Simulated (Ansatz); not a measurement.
`B[O][GeH2][F]` + H₂ → `B[O][GeH3]` + H–F  (hydrogenolysis of a Ge–F bond)

Isolated molecules relaxed with PBE0-D4/def2-TZVP in Ansatz; ΔE leaves out vibrations. CBS: MP2 limit from def2 TZ/QZ plus the TZ coupled-cluster correction, frozen cores. This one scheme is used for every species. Functionals use def2-TZVPP. B3LYP here is the variant with VWN-RPA as its local correlation; programs differ in this. HSE06 is defined as in plane-wave codes. For Ge outer-core shells are correlated without core-valence functions, which leaves a few kJ/mol of doubt a bond. Scalar relativity is left out up to krypton. Each species was taken in one conformer, which may not be the lowest.

```tsv
level	ΔE (kJ/mol)	difference from CCSD(T)/CBS
LDA (SPW92)	39.9	-6.4
PBE-D4	47.4	1.1
BLYP-D4	56.3	10.0
r2SCAN-D4	56.8	10.5
PBE0-D4	43.4	-2.9
B3LYP-D4	52.2	5.9
r2SCANh-D4	54.2	7.9
r2SCAN0-D4	50.7	4.4
HSE06-D4	43.2	-3.1
CAM-B3LYP-D4	52.6	6.3
ωB97X-V	53.9	7.6
ωB97M-V	51.7	5.4
B2PLYP	52.8	6.5
PBE-QIDH	46.0	-0.3
PBE	46.4	0.1
revPBE	47.0	0.7
BLYP	54.2	7.9
r2SCAN	56.5	10.2
PBE0	42.5	-3.8
B3LYP	50.5	4.2
r2SCANh	53.9	7.6
r2SCAN0	50.4	4.1
BHLYP	50.0	3.7
CAM-B3LYP	51.7	5.4
LC-ωPBE	46.7	0.4
RPA@PBE/def2-TZVPP	48.2	1.9
HF/def2-SVP	46.0	-0.3
MP2/def2-SVP	57.1	10.8
CCSD/def2-SVP	49.7	3.4
HF/def2-TZVPP	51.7	5.4
MP2/def2-TZVPP	52.0	5.7
SCS-MP2/def2-TZVPP	53.8	7.5
CCSD/def2-TZVPP	46.3	0.0
CCSD(T)/def2-TZVPP	48.2	1.9
HF/def2-QZVPP	53.3	7.0
MP2/def2-QZVPP	51.4	5.1
SCS-MP2/def2-QZVPP	53.3	7.0
HF/CBS(def2)	53.6	7.3
MP2/CBS(def2)	50.0	3.7
CCSD/CBS(def2)	44.3	-2.0
CCSD(T)/CBS	46.3	0
```

Largest T1 diagnostic among the species: 0.013.

At CCSD(T), def2-SVP lies +5.2 kJ/mol from the extrapolated value and def2-TZVPP +1.9 kJ/mol. Leaving LDA and LC-ωPBE aside and taking each functional with its dispersion term where it has one, the values spread over 13.5 kJ/mol, from HSE06-D4 to r2SCAN-D4. LDA lies −6.5 kJ/mol from PBE without D4. From BLYP to BHLYP (50 % exact exchange), in def2-TZVPP and without D4, ΔE moves by −4.2 kJ/mol.
